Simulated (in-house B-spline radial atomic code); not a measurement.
Rb¹⁶⁺: [Ar] 3d3 (with a hole in an inner shell)

All numbers are computed (Dirac-Hartree-Fock, average of configuration; Fermi nucleus of rms radius 4.2036 fm) with a radial B-spline atomic code at the basis-set limit, not measured.

Z_r = [3n² - l(l+1)]/(2<r>); Z_e = n√(-2ε); the last column is Slater's effective charge. Values are occupation-weighted means over j. An effective charge above Z reflects the relativistic contraction of the inner shells.

```csv
shell,electrons,ε (eV),<r> (bohr),Z_r,Z_e,Slater
1s,2,-15835,0.04028,37.24,34.12,36.70
2s,2,-2644.6,0.1762,34.06,27.88,32.85
2p,6,-2401.2,0.154,32.47,26.57,32.85
3s,2,-798.22,0.4701,28.72,22.98,25.75
3p,6,-713.46,0.4671,26.76,21.72,25.75
3d,3,-599.54,0.432,24.31,19.91,18.30
```

The least bound orbital is 3d5/2 at -598.7 eV, while the most diffuse is 3s1/2 (<r> = 0.4701 bohr against 0.4328 bohr): energy order and size order differ.

Spin-orbit splittings of the orbital energies (j = l + 1/2 above j = l - 1/2 when positive): 2p 61.61 eV, 3p 11.76 eV, 3d 2.194 eV.

For the 1s electron the small component carries 1.81 % of the norm, the zero-frequency Breit interaction raises the level by 25.94 eV, self-energy by 13.74 eV, and vacuum polarisation lowers it by 1.455 eV.
